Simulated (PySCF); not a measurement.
silane (H4Si), singlet, at a GFN2-xTB geometry. Base run: PBE/STO-3G in PySCF.

Input for PySCF:
```python
from pyscf import gto, scf, dft

mol = gto.M(
    atom='''
Si   -0.00000000    0.00000000   -0.00000000
H     0.85687118    0.83207387    0.84090169
H    -0.85685565   -0.82713035    0.84578045
H    -0.82961346    0.85438800   -0.84584481
H     0.82959793   -0.85933152   -0.84083733
''',
    basis='sto-3g',
    verbose=4,
)

mf = dft.RKS(mol)
mf.xc = 'pbe'
mf.kernel()
```

The base run was repeated with changes; each row names its change, and settings that it needs were set with it.

```json
[
 {"change": "base", "ΔE vs base (mEh)": "0.000", "fitting functions": "-"},
 {"change": "auxbasis = cc-pvtz-ri", "ΔE vs base (mEh)": "-10.572", "fitting functions": "242"},
 {"change": "auxbasis = def2-tzvp-ri", "ΔE vs base (mEh)": "-15.385", "fitting functions": "173"},
 {"change": "auxbasis = default (with mf = mf.density_fit())", "ΔE vs base (mEh)": "-0.809", "fitting functions": "200"},
 {"change": "auxbasis = even-tempered beta=1.6", "ΔE vs base (mEh)": "-4.681", "fitting functions": "142"},
 {"change": "auxbasis = def2-svp-ri", "ΔE vs base (mEh)": "-440.4", "fitting functions": "118"},
 {"change": "auxbasis = cc-pvdz-jkfit", "ΔE vs base (mEh)": "-0.273", "fitting functions": "204"},
 {"change": "auxbasis = cc-pvqz-jkfit", "ΔE vs base (mEh)": "-0.238", "fitting functions": "352"},
 {"change": "auxbasis = def2-universal-jfit", "ΔE vs base (mEh)": "-0.986", "fitting functions": "95"},
 {"change": "auxbasis = autoaux", "ΔE vs base (mEh)": "-4.833", "fitting functions": "130"}
]
```

A fitting set is made for a task (jfit for Coulomb, jkfit for Coulomb and exchange, ri for correlation) and for a family of orbital bases.
